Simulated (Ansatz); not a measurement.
Input file for Ansatz (a first-principles code): U-CCSD(T)/cc-pVTZ on BGeH5 (SMILES [BH2][GeH3]), a point of a bond scan (R = 2.309 Å). The run froze 15 orbitals, filled d shells among them.

Ansatz 0.2 input:
```yaml
crystal:
  periodic: [false, false, false]
  atoms:
    - {symbol: B, position_ang: [-1.68447901, -0.08981357, -0.38805636]}
    - {symbol: Ge, position_ang: [0.32433246, 0.01332500, 0.07253106]}
    - {symbol: H, position_ang: [1.57986629, -1.77994664, -0.66305817]}
    - {symbol: H, position_ang: [0.93481345, 1.29602953, -0.53231896]}
    - {symbol: H, position_ang: [0.50580440, 0.12014751, 1.60207949]}
    - {symbol: H, position_ang: [-2.40523210, 0.79344296, -0.04632267]}
    - {symbol: H, position_ang: [-2.15298444, -1.00476260, -0.98628824]}
basis:
  gaussian:
    orbitals: cc-pVTZ
correlation: {method: ccsd_t, electrons: outside_noble_gas}
scf: {omitted_lower_state_checks: [cluster_reference]}
magnetization: {spin_polarized: true, initial_magnetization: 0}
```

Output:

```
WARN ansatz: RAYON_NUM_THREADS=1 ignored (pool sized by the plan → 1); use --threads N
Functional definition: HF
these checks for a lower state are left out or cut short: cluster_reference
integrals: 0.50 GiB planned
829 factors; integrals over basis functions are off by at most 1.2e-3 eV
mean field: 0.48 GiB planned
mean field evaluation 1: about -57221.4099 eV, gradient 9.5e0 eV
mean field evaluation 2: about -57221.4086 eV, gradient 9.5e0 eV
mean field evaluation 4: about -57222.4325 eV, gradient 1.3e0 eV
mean field evaluation 8: about -57222.4390 eV, gradient 5.2e-4 eV
mean field evaluation 16: about -57222.4993 eV, gradient 8.7e-3 eV
mean field -57222.49931318 eV, -2102.8880629564 hartree, gradient 3.0e-6 eV, S^2 0.270658; 3 other end points of the search recorded, 0 dependent functions left out
15 core orbitals not correlated
reference -57222.49931318 eV, -2102.8880629564 hartree; 6, 6 occupied and 122, 122 virtual orbitals, 829 factors
second order -6.02802209 eV of doubles, -0.00000000 eV of singles
coupled cluster: 0.98 GiB planned
cycle   1  -6.87753560 eV  change   -8.5e-1 eV  update   8.5e-2
cycle   2  -7.28057001 eV  change   -4.0e-1 eV  update   5.0e-2
cycle   3  -7.39709428 eV  change   -1.2e-1 eV  update   3.6e-2
cycle   4  -7.48579569 eV  change   -8.9e-2 eV  update   2.4e-2
cycle   5  -7.50563140 eV  change   -2.0e-2 eV  update   9.6e-3
cycle   6  -7.51396238 eV  change   -8.3e-3 eV  update   2.9e-3
cycle   7  -7.51528426 eV  change   -1.3e-3 eV  update   9.7e-4
cycle   8  -7.51499342 eV  change    2.9e-4 eV  update   3.4e-4
cycle   9  -7.51501848 eV  change   -2.5e-5 eV  update   1.2e-4
cycle  10  -7.51507989 eV  change   -6.1e-5 eV  update   3.9e-5
cycle  11  -7.51509054 eV  change   -1.1e-5 eV  update   1.3e-5
coupled cluster: 0.98 GiB planned
perturbative correction -0.24689240 eV, -0.0090731283 hartree
Total energy: -57230.26129612 eV, -2103.1733105681 hartree
Checks for a lower state left out: cluster_reference
```

Self-consistency was reached. Its determinant has ⟨S²⟩ = 0.27, a mixture of spin states.

Cost: roughly 22 core-seconds.
